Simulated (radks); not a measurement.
Charge is removed step by step from the 3p down level of Te, starting from [Ne] 3s2 3p(up 3, down 3) 3d10 4s2 4p6 4d10 5s2 5p4. Calculated with a radial shooting solver on a logarithmic mesh with Libxc functionals: scalar-relativistic Kohn-Sham, LDA (Slater exchange, Perdew-Wang correlation), spin-polarised, spherical densities, point nucleus; open shells are filled with parallel spins first (spin-orbit coupling, left out, can overturn this in heavy ions).

removed (e),E - E(0) (eV),eigenvalue (eV),E minus straight line (eV)
0,0.000,-803.35,0.000
0.25,201.88,-813.17,-3.754
0.5,406.24,-823.16,-5.032
0.75,613.11,-833.31,-3.793
1,822.54,-843.60,0.000

Removing the whole electron costs 822.54 eV by Delta-SCF, against 803.35 eV from minus the eigenvalue at the starting occupation. Slater's transition state (half an electron removed) gives 823.16 eV. Integrating minus the eigenvalue over the occupation (Janak's theorem) gives 823.26 eV. In this scalar-relativistic scheme the density is built from large components alone, so the theorem holds only approximately. The mean slope of the eigenvalue, de/dn, is 40.3 eV per electron.
